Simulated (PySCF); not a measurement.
**A search over the determinants of MgBr**

Unrestricted PBE0; Mg cc-pVDZ, Br cc-pVDZ-PP with ECP10; scalar-relativistic core potentials (PySCF 2.14). Outer shells of the fragments: Mg 3s2; Br 3d10 4s2 4p5.

Followed along the bond (rough minima from three points):

```
2Ms+1   unpaired  ⟨S²⟩ at the start  R at minimum (Å)  Te (eV)
    2        σ ↑               0.75              2.38     0.00
    4  σ ↑, π ↑↑               3.75  none in the scan   ≤ 5.25
```

Solutions found at the starting distance of 2.470 Å, counted from the lowest of them; the search is not exhaustive and high or unbound solutions are not listed, so other states can lie among these:

```
2Ms+1   unpaired   term  E (eV)  ⟨S²⟩  ⟨Lz²⟩  μ (D)
    2        σ ↑    ²Σ⁺    0.00  0.75   0.00  -3.78
    2        π ↑     ²Π    3.10  0.76   1.00  -4.86
    2        π ↑     ²Π    3.78  0.75   1.00   3.82
    4  σ ↑, π ↑↑  mixed    5.45  3.75   2.01   3.40
    4  σ ↑, π ↑↑  mixed    5.59  3.75   2.00   3.47
    4  σ ↑↑, π ↑     ⁴Π    6.45  3.75   1.00   2.88
    4  σ ↑↑, π ↑     ⁴Π    6.70  3.75   1.01   2.72
    4      σ ↑↑↑    ⁴Σ⁺    7.72  3.75   0.00   2.80
```

A term symbol is given only where ⟨S²⟩ and ⟨Lz²⟩ are close to those of a pure state; real π, δ and φ orbitals otherwise mix terms. A positive dipole means Mg(−)Br(+).

Spin–orbit coupling is left out. Counting both spins, an empty level lies below a filled one in some of these solutions, because spin and occupation are held.
